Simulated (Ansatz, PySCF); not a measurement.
Reaction (SMILES): c1ccoc1 + 7 [H][H] (H2) -> 4 C (CH4) + O (H2O)
Structures are relaxed separately at B3LYP-D3(BJ)/def2-TZVP in Ansatz (a quantum-chemistry and plane-wave program). Unstable Hartree-Fock reference: c1ccoc1.

Property: energy of full hydrogenation (enthalpy at 298 K, with B3LYP-D3(BJ) rigid-rotor harmonic-oscillator terms from PySCF), in eV. Correlated levels leave the core frozen unless marked. No spin-orbit coupling. Non-relativistic. CBS marks a two-point X^-3 extrapolation of the correlation energy; Hartree-Fock from the larger set. [CCSD(T)-MP2]/basis is that difference in the basis named.

RI-MP2/CBS(cc-pVTZ,cc-pVQZ)+[CCSD(T)-MP2]/cc-pVTZ (Ansatz) gives -5.28 eV.

Question: Another calculation gave -5.26 eV. Which level was it?
(A) wB97M-V/def2-TZVPD (Ansatz)
(B) M06-2X/def2-TZVPD (PySCF)
(C) HSE06/def2-TZVPD (Ansatz)
(D) r2SCAN/def2-TZVPD (Ansatz)

Answer: A, wB97M-V/def2-TZVPD (Ansatz). The others give -4.99 (M06-2X), -5.13 (r2SCAN), -5.52 (HSE06) eV.
